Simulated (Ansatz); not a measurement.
Cd(OMe)(GeH3) (CH6CdGeO), SMILES C[O][Cd][GeH3].

Geometry optimised at r2SCAN-D4/def2-SVP. The def2 effective core potentials stand for the cores of Cd; spin–orbit coupling is left out. One conformer was computed; it need not be the lowest.

Two levels are set side by side: PBE/def2-SVPD (Ansatz, a quantum-chemistry and plane-wave program) and PBE0/def2-SVPD (Ansatz). Energy differences of separate SCF runs at the same geometry; the states with an electron removed or added have multiplicity 2 and 2. Differences are taken from unrounded values.

```tsv
quantity	PBE0
vertical ionisation energy (eV)	8.91
vertical singlet–triplet gap (eV)	4.51
```

### Question
What does PBE give, and how far is it from PBE0? (Estimate from the structure and the level; the computed values follow.)

### Answer

| quantity | PBE | PBE minus PBE0 |
|---|---|---|
| vertical ionisation energy (eV) | 8.72 | -0.18 |
| vertical singlet–triplet gap (eV) | 4.20 | -0.31 |
